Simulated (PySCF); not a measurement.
Simulated C 1s region for `C1=Cc2ccccc2C1` (indene), binding energy against the vacuum level.

Every computed line was given a Gaussian of 0.8 eV full width at half maximum and an area set by the number of equivalent atoms; the highest printed point is 100. The calculation used PySCF, delta-SCF UKS SCAN, pcX-2 on the ionised atom, pcseg-1 elsewhere, spin-free X2C.

```
binding energy (eV)  intensity
              288.7          0
              288.8          1
              288.9          1
              289.0          3
              289.1          6
              289.2         11
              289.3         20
              289.4         31
              289.5         46
              289.6         63
              289.7         79
              289.8         92
              289.9        100
              290.0        100
              290.1         93
              290.2         82
              290.3         67
              290.4         53
              290.5         41
              290.6         31
              290.7         25
              290.8         20
              290.9         16
              291.0         13
              291.1         10
              291.2          7
              291.3          5
              291.4          3
              291.5          2
              291.6          1
              291.7          0
              291.8          0
              291.9          0
              292.0          0
```

Task: Count the maxima, the lines and the sites behind this envelope.

Result: The curve has 1 maximum (at 290.0 eV). Under it lie 9 lines from 9 inequivalent carbon sites. At this width some lines have no maximum of their own.

Task: Decompose the envelope and assign each component. Numbering: `[CH:1]1=[CH:2][c:3]2[cH:4][cH:5][cH:6][cH:7][c:8]2[CH2:9]1`.

Result: 
```json
{"position (eV)": "289.80", "relative area": "1", "line": "C 1s", "atoms": "C1", "environment": "alkene CH carbon"}
{"position (eV)": "289.82", "relative area": "1", "line": "C 1s", "atoms": "C6", "environment": "aromatic CH carbon"}
{"position (eV)": "289.86", "relative area": "1", "line": "C 1s", "atoms": "C4", "environment": "aromatic CH carbon"}
{"position (eV)": "289.94", "relative area": "1", "line": "C 1s", "atoms": "C5", "environment": "aromatic CH carbon"}
{"position (eV)": "289.94", "relative area": "1", "line": "C 1s", "atoms": "C8", "environment": "substituted aromatic carbon"}
{"position (eV)": "290.01", "relative area": "1", "line": "C 1s", "atoms": "C7", "environment": "aromatic CH carbon"}
{"position (eV)": "290.09", "relative area": "1", "line": "C 1s", "atoms": "C3", "environment": "substituted aromatic carbon"}
{"position (eV)": "290.17", "relative area": "1", "line": "C 1s", "atoms": "C2", "environment": "alkene CH carbon"}
{"position (eV)": "290.81", "relative area": "1", "line": "C 1s", "atoms": "C9", "environment": "benzylic-type carbon"}
```

Task: What are the centre and the root-mean-square width of the whole band?

Result: The area-weighted mean of the lines is 290.05 eV. Their own spread about it is 0.29 eV (rms) and each Gaussian has σ = 0.8/2.355 = 0.34 eV; the variances add, which gives 0.45 eV.

The listed C 1s values span 1.01 eV, from C1 (bonded to C (double bond), C and H) to C9 (bonded to 2 C and 2 H). The widest gap between neighbouring values is 0.64 eV, between 290.17 and 290.81 eV. The values 289.80, 289.82 and 289.86 eV; the values 289.94 and 289.94 eV lie too close for their order to be trusted.

Shake-up satellites, vibrational structure and lifetime widths aren't simulated. Spin contamination (⟨S²⟩ against 0.75 for a pure doublet) is marked for C 1s of C2 (0.91), C 1s of C3 (0.89), C 1s of C5 (0.86), C 1s of C7 (0.88) and C 1s of C8 (0.88), which makes these values less certain. Geometry: PBE0-D3(BJ)/def2-SVP; no solvent, vibrations or thermal averaging.

The run took 2.3 min of wall time on an Arm Neoverse V1 with one thread, no GPU, shared host.
